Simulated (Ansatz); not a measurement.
Frontier orbitals of C2H6ClOSTa (`C[O][Ta]([CH3])(=[S])[Cl]`).

```xyz
12

C     1.279    0.420   -1.914
O     0.437   -0.235   -0.997
Ta    0.108   -0.732    0.758
C    -1.692    0.288    1.305
S     1.631    0.105    2.037
Cl   -0.187   -2.997    1.059
H     0.699    1.168   -2.458
H     1.675   -0.310   -2.623
H     2.104    0.906   -1.388
H    -2.518   -0.061    0.673
H    -1.600    1.371    1.196
H    -1.937    0.077    2.352
```

Total charge 0; spin multiplicity 1. Correlated methods include outer-core shells of Ta, which these sets cover unevenly. Ta: def2 effective core potential. Geometry: relaxed with PBE0-D4/def2-TZVP. It is one conformer, not always the lowest. Basis def2-TZVPP, the Gaussian-basis code of Ansatz.

```tsv
functional	HOMO (eV)	LUMO (eV)	gap (eV)
PBE	-6.40	-2.60	3.80
revPBE	-6.33	-2.52	3.81
B97M-V	-6.69	-2.42	4.27
PBE0	-7.54	-1.81	5.73
B3LYP	-7.28	-2.00	5.28
r2SCAN0	-7.72	-1.73	5.99
LC-ωPBE	-10.11	0.38	10.49
ωB97X-V	-9.78	0.30	10.08
ωB97M-V	-9.63	0.24	9.87
```

A quarter of exact exchange (PBE0) shifts PBE's HOMO by −1.14 eV and its LUMO by +0.79 eV; full exchange at long range (ωB97M-V) shifts them by −3.24 and +2.84 eV. The gap opens from 3.80 to 9.88 eV, since occupied levels lose self-interaction and empty ones feel all the electrons. A positive LUMO is unbound and depends on the basis.

B3LYP here is the variant with VWN-RPA as its local correlation; programs differ in this. LC-ωPBE has ω = 0.4 bohr⁻¹.
